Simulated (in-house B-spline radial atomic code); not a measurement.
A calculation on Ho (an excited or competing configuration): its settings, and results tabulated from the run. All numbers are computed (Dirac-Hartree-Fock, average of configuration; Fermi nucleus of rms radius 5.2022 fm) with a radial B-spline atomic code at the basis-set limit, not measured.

Command:
```bash
python run_scf.py task.json out
```
Settings (nuclear radius in fm, mass in u):
```
Z                67
configuration    [Xe] 4f10 6s2 9p1
hamiltonian      dirac
method           hf
spin_polarised   False
nucleus          fermi
rms_radius       5.2022
atomic_mass      164.93033
speed_of_light   137.035999084
```

Output (hartree, bohr):
```
 radial grid: 94 intervals, B-splines of order 8, outer radius 245.7 bohr

 iter        energy (Eh)    residual
    1      -12619.728380    6.19e-01
    2      -12619.777475    2.52e-01
    3      -12621.181654    1.78e-02
    4      -12621.191428    4.35e-03
    5      -12621.192649    2.94e-03
    6      -12621.192920    1.40e-03
    7      -12621.192993    2.58e-04
    8      -12621.192999    5.30e-05
    9      -12621.192999    9.98e-06
   10      -12621.192999    1.14e-06
   11      -12621.192999    2.02e-08

 total energy                    -12621.19300
 kinetic                           13882.8127
 electron-nucleus                 -31146.5443
 electron-electron                  4642.5386

 first-order corrections (not in the total)
   Gaunt                            13.5910
   retardation                      -1.4333
   frequency dependence             -0.2000
   self-energy                       9.6216
   Uehling                          -1.6246
   Wichmann-Kroll                    0.0553
   recoil                            0.0267

 orbital      occ     eigenvalue          <r>       <r^2>       <1/r>       r_max    small
 1s1/2      2.000     -2056.7288    0.0207361 0.000588088     76.0364     0.01312  6.27e-02
 2s1/2      2.000      -349.0348    0.0874632  0.00909812     18.2682     0.07472  1.40e-02
 2p1/2      2.000      -331.4211    0.0729893  0.00659794     18.1999     0.05632  1.40e-02
 2p3/2      4.000      -299.8521    0.0801141  0.00781511     15.8758      0.0624  1.29e-02
 3s1/2      2.000       -80.4016     0.228713    0.059928     6.69677       0.211  4.51e-03
 3p1/2      2.000       -72.7033     0.218803   0.0557202     6.59904      0.1989  4.44e-03
 3p3/2      4.000       -65.9874     0.232098   0.0625018     6.01068      0.2115  4.14e-03
 3d3/2      4.000       -52.9715     0.205235   0.0495358     5.87649      0.1675  3.99e-03
 3d5/2      6.000       -51.5215     0.209378   0.0514234     5.73178      0.1711  3.90e-03
 4s1/2      2.000       -17.3111     0.518645    0.303558     2.77633       0.484  1.42e-03
 4p1/2      2.000       -14.1920     0.529289    0.318732     2.66506      0.4875  1.34e-03
 4p3/2      4.000       -12.6689       0.5583    0.354456     2.47416      0.5136  1.23e-03
 4d3/2      4.000        -7.5004     0.590108    0.404075      2.2478      0.5188  1.05e-03
 4d5/2      6.000        -7.2181     0.600893    0.418814     2.19808      0.5277  1.02e-03
 5s1/2      2.000        -2.7325      1.27309     1.82057     1.03833       1.137  2.82e-04
 5p1/2      2.000        -1.7596      1.41854     2.28057    0.923295       1.235  2.29e-04
 5p3/2      4.000        -1.5484      1.51345     2.59739    0.855621       1.312  2.01e-04
 4f5/2      4.286        -1.0917      0.76042    0.739004     1.69374      0.5214  6.48e-04
 4f7/2      5.714        -1.0509     0.771537    0.762391     1.67185      0.5269  6.35e-04
 6s1/2      2.000        -0.4146      3.58519       14.42    0.347031       3.132  3.48e-05
 9p1/2      0.333        -0.0195      37.6682     1585.08    0.035709       39.89  8.15e-07
 9p3/2      0.667        -0.0192      38.4025     1647.28   0.0350479       40.73  8.00e-07
```

Cost of the run: 8 s on 1 thread of Arm Neoverse V2, on a shared host.

For the Dirac Hamiltonian the kinetic term is c α·p + (β - 1)c².
